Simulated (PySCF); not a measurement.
Basis-set dependence of excited states

Monofluorogermane, FGeH₃.
SMILES: `[F][GeH3]`

TDDFT with PBE0 (PySCF), vertical singlets, core orbitals frozen in the response, spherical d and f functions. Isolated species at its PBE0-D3(BJ)/def2-SVP geometry, gas phase. The PBE0/6-31G* calculation is non-relativistic and has no spin–orbit coupling, an omission that weighs most on germanium.

| basis | functions | diffuse | S1 (eV) | S2 (eV) | S3 (eV) | S4 (eV) | S5 (eV) | LUMO (eV) | α (au) |
| --- | --- | --- | --- | --- | --- | --- | --- | --- | --- |
| 6-31G* | 52 | no | 7.78 | 7.78 | 9.73 | 9.73 | 10.08 | 0.04 | 24.2 |
| def2-SVP | 61 | no | 7.94 | 7.94 | 9.75 | 9.76 | 9.87 | 0.11 | 26.4 |
| def2-SVPD | 85 | yes | 7.76 | 7.77 | 8.81 | 8.81 | 9.38 | -0.33 | 32.0 |
| def2-TZVP | 97 | no | 7.85 | 7.85 | 9.35 | 9.35 | 9.68 | -0.14 | 30.1 |

Compare the sets with the largest diffuse one.

States are compared by their number. Against the only diffuse basis here (def2-SVPD, itself not a converged limit), sets without diffuse functions differ by up to 0.17 eV in S1 and 0.70 eV in S5. State by state, the largest deviation of a set without diffuse functions is S1 0.17, S2 0.17, S3 0.95, S4 0.95, S5 0.70 eV. The same number needn't mean the same state in each row. Against def2-SVPD the polarisability deviates by -24% in 6-31G*, -17% in def2-SVP, -6% in def2-TZVP.
